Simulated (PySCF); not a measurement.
## Sulfur: a sound run and one with changed settings

Sound run: S²⁺ [Ne] 3s2 3p2, S³⁺ [Ne] 3s2 3p1. Calculation: PySCF 2.14, in aug-cc-pV(D+d)Z (5s4p3d, 32 functions); no relativity, point nucleus. In the sound run the correlated levels freeze [Ne]. The sound run starts from symmetry-adapted Hartree-Fock orbitals and uses a fine grid where one is needed.

A second run was set up differently.

```
species   method  sound run (hartree)  changed run (hartree)  converged
    S²⁺      UHF           -396.32475             -392.09347        yes
    S²⁺     BP86           -396.89677             -392.56313        yes
    S²⁺     MN15           -396.73704             -391.53623        yes
    S²⁺      MP2           -396.37947             -392.10181        yes
    S²⁺  CCSD(T)           -396.40370             -392.10822        yes
    S³⁺      UHF           -395.06985             -390.80108        yes
    S³⁺     BP86           -395.61451             -391.24011        yes
    S³⁺     MN15           -395.45207             -390.21495        yes
    S³⁺      MP2           -395.11239             -390.81823        yes
    S³⁺  CCSD(T)           -395.13476             -390.83050        yes
```

Ionisation energy of S²⁺:

```tsv
method	sound run (eV)	changed run (eV)
UHF	34.148	35.168
BP86	34.892	36.001
MN15	34.966	35.954
MP2	34.479	34.928
SCS-MP2	34.397	34.880
CCSD	34.519	34.768
CCSD(T)	34.530	34.768
```

What was changed?
A. all electrons correlated in a valence basis
B. level shift left on
C. angular grid far too coarse
D. minimal basis

D. It used basis STO-3G. A minimal basis cannot let orbitals breathe on ionisation and holds almost no correlation.
